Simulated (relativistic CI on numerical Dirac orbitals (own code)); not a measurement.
# Spin-allowed bands of a d7 ion in an octahedral site, by hand

Problem. Take Δ = 10600 cm⁻¹ and B = 850 cm⁻¹ for a high-spin d7 ion in an octahedral site. Calculate the three spin-allowed bands.

Working.
1. The terms of highest spin are 4F (energy 0) and 4P (15B = 12750 cm⁻¹). Here the F term splits into A2 at +1.2Δ = 12720, T2 at +0.2Δ = 2120 and T1 at −0.6Δ = -6360 cm⁻¹.
2. The two T1 states mix through the element 0.4Δ: H = [[-6360, 4240], [4240, 12750]], with roots ½(H₁₁ + H₂₂) ∓ ½√[(H₂₂ − H₁₁)² + 4H₁₂²] = ½(6390) ∓ ½(20907) = -7258 and 13648 cm⁻¹.
3. The ground term is 4T1 at -7258 cm⁻¹.
4. Bands: 4T2 9378 cm⁻¹ (1066 nm), 4A2 19978 cm⁻¹ (501 nm), 4T1(P) 20907 cm⁻¹ (478 nm).

Check. Exact diagonalisation of the whole d7 shell with these parameters gives 4T2 9378, 4A2 19978, 4T1 20907 cm⁻¹. The match is exact, since without spin-orbit coupling no other term has this spin. The ratio of the second band to the first, 2.130, depends on Δ/B = 12.5 alone, which is how a Tanabe-Sugano diagram is read.
